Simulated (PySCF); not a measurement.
SMILES O=Cc1ccc([SeH])s1 (C5H4OSSe) at its GFN2-xTB optimised geometry (Å):

```
12

O     -2.5426    -2.2727     0.0033
C     -1.3363    -2.3251     0.0018
C     -0.4453    -1.1941     0.0000
C      0.9321    -1.1941     0.0000
C      1.4869     0.0873     0.0000
C      0.5260     1.0704    -0.0002
Se     0.8616     2.9279     0.0011
S     -1.0744     0.4282     0.0005
H     -0.7968    -3.2938     0.0025
H      1.5140    -2.0987    -0.0003
H      2.5426     0.2967    -0.0003
H     -0.5371     3.2938     0.0010
```

Calculation: CAM-B3LYP/def2-TZVP (PySCF). Cells within 0.4 Å of a nucleus heavier than hydrogen are left out (blank, or x).

Map of the HOMO−1 amplitude (bohr^(-3/2)), clipped to [-0.25, 0.25] on the plane z = 0.0 Å; orbital energy -9.08 eV, overall sign arbitrary:

```
|5555555555544444444444444444444|
|5555555555554444444444444444444|
|5555555555555544444444444444444|
|4444555555555554444444444444444|
|4444444455555554444444444444444|
|4444444444555555444444444444444|
|44444444444555555x4444444444444|
|44444444444455555xx444444444444|
|44444444444445555x4444444455555|
|4444444444444455555544455555555|
|4444444444444445555555555555555|
|5554444444444445555555555555555|
|5555544444444444xx4555555555555|
|555555544444x444xx4455555555555|
|55555555544xxx55444x55555555555|
|555555555555555554xxx5555555555|
|5555555555555555544445555555555|
|5555555555554566554444555555555|
|5555555666543xx65xx444455555555|
|5555556787642xx45xx444445555555|
|5555556999642234555544455555555|
|4444555xxx5xx444555555555555555|
|44444430x03xx655555555555555555|
|4444443101367765555555555555555|
|4444443323467976555555555555555|
|4444444444456765555555555555555|
|4444444444555655555555555555555|
|4444444444555555555555555555555|
|4444444444555555555555555555555|
|4444444445555555555555555555555|
|4444444455555555555555555555555|
```
Scale: ten equal steps from -0.250 (start of '0') to 0.250 (end of '9'), in the order '0123456789'; x runs from -5.50 to 5.50, y from -5.50 (bottom) to 5.50 (top).
